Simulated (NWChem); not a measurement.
System: SiH₂I, doublet; SMILES [SiH2]I

Here is an NWChem input.

```
start job
memory heap 200 mb stack 900 mb global 1100 mb
geometry units angstroms noautoz
  Si     0.084847     1.849800     0.000000
  I      0.010771    -0.591124     0.000000
  H     -0.598506     2.359100     1.229683
  H     -0.598506     2.359100    -1.229683
end
basis spherical
  * library def2-svp
end
ecp
  I library def2-ecp
end
dft
  odft
  mult 2
  xc xtpss03 ctpss03
  iterations 150
end
task dft gradient
```

Parts of the log:

```
             Northwest Computational Chemistry Package (NWChem) 7.3.0
             --------------------------------------------------------

 CS  symmetry detected

                             Geometry "geometry" -> ""
                             -------------------------

 Output coordinates in angstroms (scale by  1.889725989 to convert to a.u.)

  No.       Tag          Charge          X              Y              Z
 ---- ---------------- ---------- -------------- -------------- --------------
    1 Si                  14.0000     0.06370314    -1.86064101     0.00000000
    2 I                   53.0000     0.00668947     0.58074111     0.00000000
    3 H                    1.0000    -0.62319285    -2.36515237     1.22968300
    4 H                    1.0000    -0.62319285    -2.36515237    -1.22968300

 Effective nuclear repulsion energy (a.u.)     188.1447343327

      Symmetry information
      --------------------

 Group name             Cs
 Group number              2
 Group order               2
 No. of unique centers     3

                                 NWChem DFT Module
                                 -----------------

 Summary of "ao basis" -> "ao basis" (spherical)
 ------------------------------------------------------------------------------
       Tag                 Description            Shells   Functions and Types
 ---------------- ------------------------------  ------  ---------------------
 Si                         def2-svp                 8       18   4s3p1d
 I                          def2-svp                10       26   4s4p2d
 H                          def2-svp                 3        5   2s1p

      Symmetry analysis of basis
      --------------------------

        a'         36
        a"         18

            General Information
            -------------------
          SCF calculation type: DFT
          Wavefunction type:  spin polarized.
          No. of atoms     :     4
          No. of electrons :    41
           Alpha electrons :    21
            Beta electrons :    20
          Charge           :     0
          Spin multiplicity:     2
          Use of symmetry is: on ; symmetry adaption is: on
          Maximum number of iterations: 150
          AO basis - number of functions:    54
                     number of shells:    24
          Convergence on energy requested:  1.00D-06
          Convergence on density requested:  1.00D-05
          Convergence on gradient requested:  5.00D-04

              XC Information
              --------------
                  TPSS metaGGA Exchange Functional  1.000
             TPSS03 metaGGA Correlation Functional  1.000

             Grid Information
             ----------------
          Grid used for XC integration:  medium
          Radial quadrature: Mura-Knowles
          Angular quadrature: Lebedev.
          Tag              B.-S. Rad. Rad. Pts. Rad. Cut. Ang. Pts.
          ---              ---------- --------- --------- ---------
          Si                  1.10       88           9.0       590
          I                   1.40      123          10.0       590
          H                   0.35       45          10.0       434
          Grid pruning is: on
          Number of quadrature shells:   256
          Spatial weights used:  Erf1

      Superposition of Atomic Density Guess
      -------------------------------------

 Sum of atomic energies:        -636.86422223

      Non-variational initial energy
      ------------------------------

 Total energy =    -586.647585
 1-e energy   =   -1106.576411
 2-e energy   =     425.835669
 HOMO         =      -0.139666
 LUMO         =       0.043062

   Symmetry analysis of molecular orbitals - initial alpha
   -------------------------------------------------------

  Numbering of irreducible representations:

     1 a'          2 a"

  Orbital symmetries:

     1 a'          2 a'          3 a'          4 a'          5 a"
     6 a'          7 a"          8 a'          9 a'         10 a'
    11 a"         12 a'         13 a"         14 a'         15 a'
    16 a'         17 a"         18 a'         19 a'         20 a"
    21 a'         22 a'         23 a'         24 a"         25 a'
    26 a'         27 a"         28 a'         29 a'         30 a"
    31 a'

   Symmetry analysis of molecular orbitals - initial beta
   ------------------------------------------------------

  Numbering of irreducible representations:

     1 a'          2 a"

  Orbital symmetries:

     1 a'          2 a'          3 a'          4 a'          5 a"
     6 a'          7 a"          8 a'          9 a'         10 a'
    11 a"         12 a'         13 a"         14 a'         15 a'
    16 a'         17 a"         18 a'         19 a'         20 a"
    21 a'         22 a'         23 a'         24 a"         25 a'
    26 a'         27 a"         28 a'         29 a'         30 a"
    31 a'

   convergence    iter        energy       DeltaE   RMS-Dens  Diis-err
 ---------------- ----- ----------------- --------- --------- ---------
 d= 0,ls=0.0,diis     1   -588.1679333217 -6.82D+02  1.01D-02  5.16D-02
                                                     9.39D-03  4.50D-02
 d= 0,ls=0.0,diis     2   -588.1364823721  3.15D-02  6.99D-03  7.14D-02
                                                     8.35D-03  7.47D-02
 d= 0,ls=0.0,diis     3   -588.1939575726 -5.75D-02  2.33D-03  8.32D-03
                                                     2.30D-03  7.85D-03
 d= 0,ls=0.0,diis     4   -588.2008636346 -6.91D-03  4.73D-04  2.53D-04
                                                     3.93D-04  2.32D-04
 d= 0,ls=0.0,diis     5   -588.2009929022 -1.29D-04  1.19D-04  1.35D-05
                                                     9.35D-05  1.23D-05
  Resetting Diis
 d= 0,ls=0.0,diis     6   -588.2010025722 -9.67D-06  2.30D-05  1.11D-06
                                                     2.82D-05  1.10D-06
 d= 0,ls=0.0,diis     7   -588.2010035182 -9.46D-07  1.72D-05  7.32D-08
                                                     1.01D-05  3.39D-08
 d= 0,ls=0.0,diis     8   -588.2010034953  2.29D-08  7.99D-06  8.85D-08
                                                     8.67D-06  9.93D-08

         Total DFT energy =     -588.201003495315
      One electron energy =    -1107.346619214010
           Coulomb energy =      468.814826790000
    Exchange-Corr. energy =      -43.762367250060
 Nuclear repulsion energy =       94.093156178755

 Numeric. integr. density =       40.999995028320

                  Occupations of the irreducible representations
                  ----------------------------------------------

                     irrep           alpha         beta
                     --------     --------     --------
                     a'               15.0         14.0
                     a"                6.0          6.0

                    DFT Final Alpha Molecular Orbital Analysis
                    ------------------------------------------

 Vector   19  Occ=1.000000D+00  E=-2.713031D-01  Symmetry=a'
              MO Center=  1.1D-01, -5.6D-02, -3.1D-15, r^2= 3.0D+00
   Bfn.  Coefficient  Atom+Function         Bfn.  Coefficient  Atom+Function
  ----- ------------  ---------------      ----- ------------  ---------------
    29      0.510120  2 I  px                32      0.426779  2 I  px
    11      0.230120  1 Si px                26     -0.206838  2 I  px
     8      0.192880  1 Si px                23     -0.168191  2 I  px
    30      0.147536  2 I  py                 3      0.124707  1 Si s
    33      0.109898  2 I  py                 5     -0.101594  1 Si px

 Vector   20  Occ=1.000000D+00  E=-2.493232D-01  Symmetry=a"
              MO Center= -2.4D-02,  3.5D-01,  2.8D-15, r^2= 2.6D+00
   Bfn.  Coefficient  Atom+Function         Bfn.  Coefficient  Atom+Function
  ----- ------------  ---------------      ----- ------------  ---------------
    31      0.596749  2 I  pz                34      0.531615  2 I  pz
    28     -0.241928  2 I  pz                25     -0.196268  2 I  pz
    45     -0.106439  3 H  s                 50      0.106439  4 H  s
    46     -0.101668  3 H  s                 51      0.101668  4 H  s
    15      0.060800  1 Si d -1              10     -0.043766  1 Si pz

 Vector   21  Occ=1.000000D+00  E=-2.026886D-01  Symmetry=a'
              MO Center=  3.0D-01, -1.2D+00, -3.8D-15, r^2= 3.8D+00
   Bfn.  Coefficient  Atom+Function         Bfn.  Coefficient  Atom+Function
  ----- ------------  ---------------      ----- ------------  ---------------
    11      0.427114  1 Si px                32     -0.350639  2 I  px
     8      0.344953  1 Si px                29     -0.335790  2 I  px
     4      0.325649  1 Si s                  3      0.270747  1 Si s
     5     -0.176900  1 Si px                 2      0.150831  1 Si s
    33      0.137504  2 I  py                26      0.135787  2 I  px

 Vector   22  Occ=0.000000D+00  E=-5.396235D-02  Symmetry=a'
              MO Center= -2.3D-03, -9.8D-01, -1.9D-17, r^2= 4.7D+00
   Bfn.  Coefficient  Atom+Function         Bfn.  Coefficient  Atom+Function
  ----- ------------  ---------------      ----- ------------  ---------------
    12      0.919374  1 Si py                33      0.790924  2 I  py
     4      0.510881  1 Si s                 22     -0.507648  2 I  s
     3      0.356655  1 Si s                  9      0.333561  1 Si py
    30      0.334090  2 I  py                21     -0.248106  2 I  s
     2      0.175704  1 Si s                  6     -0.173731  1 Si py

 Vector   23  Occ=0.000000D+00  E= 1.162932D-02  Symmetry=a"
              MO Center=  1.3D-01, -1.6D+00, -9.6D-14, r^2= 3.9D+00
   Bfn.  Coefficient  Atom+Function         Bfn.  Coefficient  Atom+Function
  ----- ------------  ---------------      ----- ------------  ---------------
    13      1.423399  1 Si pz                46     -1.002030  3 H  s
    51      1.002030  4 H  s                 34     -0.280561  2 I  pz
    10      0.252058  1 Si pz                45     -0.173974  3 H  s
    50      0.173974  4 H  s                 17     -0.164185  1 Si d  1
     7     -0.139581  1 Si pz                41     -0.126380  2 I  d -1

 Vector   24  Occ=0.000000D+00  E= 2.281999D-02  Symmetry=a'
              MO Center= -3.5D-01, -2.0D+00,  1.3D-13, r^2= 3.7D+00
   Bfn.  Coefficient  Atom+Function         Bfn.  Coefficient  Atom+Function
  ----- ------------  ---------------      ----- ------------  ---------------
     4      1.171040  1 Si s                 46     -1.130007  3 H  s
    51     -1.130007  4 H  s                 11     -0.880827  1 Si px
    12     -0.648845  1 Si py                 3      0.567391  1 Si s
     2      0.239310  1 Si s                 45     -0.195916  3 H  s
    50     -0.195916  4 H  s                 32      0.172289  2 I  px

                     DFT Final Beta Molecular Orbital Analysis
                     -----------------------------------------

 Vector   18  Occ=1.000000D+00  E=-3.217234D-01  Symmetry=a'
              MO Center= -7.2D-02, -3.3D-01,  2.7D-15, r^2= 3.5D+00
   Bfn.  Coefficient  Atom+Function         Bfn.  Coefficient  Atom+Function
  ----- ------------  ---------------      ----- ------------  ---------------
    30      0.492848  2 I  py                33      0.336286  2 I  py
     9     -0.252329  1 Si py                27     -0.197539  2 I  py
    12     -0.163067  1 Si py                24     -0.161420  2 I  py
    45      0.152666  3 H  s                 50      0.152666  4 H  s
    21      0.143373  2 I  s                  6      0.134414  1 Si py

 Vector   19  Occ=1.000000D+00  E=-2.586284D-01  Symmetry=a'
              MO Center=  3.9D-02,  3.1D-01, -3.1D-16, r^2= 2.4D+00
   Bfn.  Coefficient  Atom+Function         Bfn.  Coefficient  Atom+Function
  ----- ------------  ---------------      ----- ------------  ---------------
    29      0.572911  2 I  px                32      0.500674  2 I  px
    26     -0.233034  2 I  px                23     -0.189157  2 I  px
    11      0.136254  1 Si px                 8      0.098585  1 Si px
    30      0.084810  2 I  py                 3      0.081146  1 Si s
    33      0.061246  2 I  py                 5     -0.056128  1 Si px

 Vector   20  Occ=1.000000D+00  E=-2.473068D-01  Symmetry=a"
              MO Center= -2.7D-02,  3.4D-01, -5.1D-16, r^2= 2.6D+00
   Bfn.  Coefficient  Atom+Function         Bfn.  Coefficient  Atom+Function
  ----- ------------  ---------------      ----- ------------  ---------------
    31      0.594575  2 I  pz                34      0.532431  2 I  pz
    28     -0.241260  2 I  pz                25     -0.195657  2 I  pz
    45     -0.108339  3 H  s                 50      0.108339  4 H  s
    46     -0.101866  3 H  s                 51      0.101866  4 H  s
    15      0.060489  1 Si d -1              10     -0.050624  1 Si pz

 Vector   21  Occ=0.000000D+00  E=-1.389689D-01  Symmetry=a'
              MO Center=  3.9D-01, -1.6D+00, -2.5D-15, r^2= 3.3D+00
   Bfn.  Coefficient  Atom+Function         Bfn.  Coefficient  Atom+Function
  ----- ------------  ---------------      ----- ------------  ---------------
    11      0.510715  1 Si px                 4      0.387341  1 Si s
     3      0.323701  1 Si s                  8      0.325215  1 Si px
    32     -0.247791  2 I  px                29     -0.218172  2 I  px
     2      0.187599  1 Si s                  5     -0.179112  1 Si px
    33      0.168659  2 I  py                30      0.148420  2 I  py

 Vector   22  Occ=0.000000D+00  E=-3.959349D-02  Symmetry=a'
              MO Center= -4.3D-02, -9.5D-01, -2.8D-15, r^2= 4.7D+00
   Bfn.  Coefficient  Atom+Function         Bfn.  Coefficient  Atom+Function
  ----- ------------  ---------------      ----- ------------  ---------------
    12      0.895153  1 Si py                33      0.797977  2 I  py
     4      0.568940  1 Si s                 22     -0.505798  2 I  s
     3      0.378782  1 Si s                  9      0.327008  1 Si py
    30      0.316339  2 I  py                21     -0.256809  2 I  s
    11     -0.203283  1 Si px                 2      0.184283  1 Si s

 Vector   23  Occ=0.000000D+00  E= 3.512524D-02  Symmetry=a"
              MO Center=  9.9D-02, -1.6D+00, -1.6D-13, r^2= 4.1D+00
   Bfn.  Coefficient  Atom+Function         Bfn.  Coefficient  Atom+Function
  ----- ------------  ---------------      ----- ------------  ---------------
    13      1.454857  1 Si pz                46     -1.037181  3 H  s
    51      1.037181  4 H  s                 34     -0.278130  2 I  pz
    10      0.238158  1 Si pz                45     -0.161247  3 H  s
    50      0.161247  4 H  s                 41     -0.153649  2 I  d -1
    15      0.142224  1 Si d -1               7     -0.135575  1 Si pz

   alpha - beta orbital overlaps
   -----------------------------

   alpha      1      2      3      4      5      6      7      8      9     10
    beta      1      2      3      4      5      6      7      9      8     10
 overlap   1.000  1.000  1.000  0.999  0.999  1.000  0.795  0.795  1.000  0.998

   alpha     11     12     13     14     15     16     17     18     19     20
    beta     11     12     13     14     15     16     17     18     19     20
 overlap   0.997  0.999  0.999  0.999  1.000  0.997  1.000  0.997  0.970  1.000

[...]

                         DFT ENERGY GRADIENTS

    atom               coordinates                        gradient
                 x          y          z           x          y          z
   1 Si      0.120381  -3.516102   0.000000   -0.000596   0.003793   0.000000
   2 I       0.012641   1.097442   0.000000    0.000210  -0.003661   0.000000
   3 H      -1.177664  -4.469490   2.323764    0.000193  -0.000066   0.000436
   4 H      -1.177664  -4.469490  -2.323764    0.000193  -0.000066  -0.000436
```

Level: TPSS/def2-SVP with def2 effective core potentials on I, spin-unrestricted. In the optimisation the excess spin sits in a' (Cs, its own frame). Structure relaxed at the PBE0/def2-SVP, spin-unrestricted level. No stability test was run on the SCF state. def2 effective core potentials on I; no spin-orbit coupling.
